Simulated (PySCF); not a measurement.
A GIAO shielding run with PySCF 2.14 (density fitting, non-relativistic, gas phase) on `C#CC(=O)O[Si@H](C)NC`, C₅H₉NO₂Si:

```
$ OMP_NUM_THREADS=1 python probes_run.py task.json out

{"job": {"kind": "nmr", "xc": "PBE0", "basis": "pcSseg-1"}, "charge": 0, "multiplicity": 1}
C      4.456027     0.533393     0.555156
C      3.419107     0.143273     0.094567
C      2.183233    -0.334025    -0.486009
O      2.125266    -0.865250    -1.565044
O      1.149579    -0.120565     0.299971
Si    -0.403421    -0.543309    -0.161375
C     -0.934872     0.339770    -1.750072
N     -1.235590     0.118789     1.180498
C     -2.669213     0.054138     1.316355
H      5.363001     0.874928     0.961557
H     -0.419098    -2.003002    -0.320067
H     -0.896414     1.420395    -1.630618
H     -1.947052     0.073684    -2.037740
H     -0.278488     0.073251    -2.572964
H     -0.770030     0.109890     2.076136
H     -3.117758     0.153147     0.331933
H     -3.024942     0.870694     1.946694
H     -3.008093    -0.892885     1.749363
```

Hardware: 1 thread of an Arm Neoverse V1, shared host. The job also computes population analyses, field gradients.

(1) How large is the calculation?

(2) How long does it take, and how much memory does it need?

Results:

(1) 76 electrons, 205 basis functions and 1080 auxiliary functions.

(2) 55 s of wall time, with 16 SCF cycles and 5 response iterations; peak memory 0.92 GiB. Times on a shared host scatter by some tens of per cent.
